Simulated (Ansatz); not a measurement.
Au(PF3)H (PHAuF3), relaxed as a singlet with RKS PBE-D4/def2-SVP in Ansatz, starting from the GFN2-xTB geometry. Force threshold 0.02 eV/Å.

In the def2 sets Au takes a core potential; there is no spin–orbit coupling.

Start:

```xyz
6

Au    1.4723   -0.3311   -0.8190
P    -0.5228    0.1262    0.2503
F    -1.9497    0.0758   -0.4468
F    -0.7818    1.5117    0.9783
F    -0.9579   -0.7533    1.4938
H     2.7400   -0.6293   -1.4567
```

| step | energy (eV) | largest force component (eV/Å) | SCF passes |
| --- | --- | --- | --- |
| 1 | -21131.6412 | 3.936 | 24 |
| 2 | -21132.0186 | 0.625 | 32 |
| 3 (rejected) | -21132.0113 | 1.365 | 29 |
| 4 | -21132.0528 | 0.139 | 28 |
| 5 | -21132.0541 | 0.123 | 27 |
| 6 | -21132.0549 | 0.006 | 27 |

Force components are those of the run's own axes.

End:

```xyz
6

Au    1.413   -0.320   -0.776
P    -0.566    0.129    0.306
F    -1.929    0.058   -0.527
F    -0.752    1.566    0.981
F    -0.973   -0.795    1.545
H     2.807   -0.637   -1.529
```

By distances, no bond broke or formed. The bond that changes most is Au1–H6, from 1.45 to 1.62 Å (atoms count from 1).

No frequencies were taken in this run, so the end may be a saddle point.

It took 23 s on 4 threads of Intel Xeon on a shared host.
